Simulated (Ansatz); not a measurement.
Gas-phase electronic energies from Ansatz, PBE0-D4/def2-TZVP geometries. CCSD(T)/CBS adds triple-zeta CCSD(T) − MP2 to the extrapolated MP2 energy (def2 sets, frozen cores). This one scheme is used for every species. DFT in def2-TZVPP. Each species was taken in one conformer, which may not be the lowest.

Consider the formal exchange of groups at the Si–N bond: `[OH][AlH][NH][SiH3]` + `C#C[SiH2][AlH2]` → `C#C[SiH2][AlH][SiH3]` + `[NH2][AlH][OH]`.

```csv
level,ΔE (kJ/mol)
PBE0-D4,2.5
r2SCAN0-D4,11.3
PBE0,5.2
SCS-MP2/def2-QZVPP,46.2
```

What does CCSD(T)/CBS give? (Best estimate.)

Computed: +28.1 kJ/mol. The listed levels differ from it by -25.6, -16.8, -22.9, 18.1 kJ/mol.

Largest T1 diagnostic among the species: 0.015.

At CCSD(T), def2-SVP lies +3.5 kJ/mol from the extrapolated value and def2-TZVPP +0.4 kJ/mol. In def2-TZVPP, CCSD(T) changes the Hartree–Fock value by −55.3 kJ/mol (the triples alone add −10.2 kJ/mol) and MP2 by −51.4 kJ/mol.
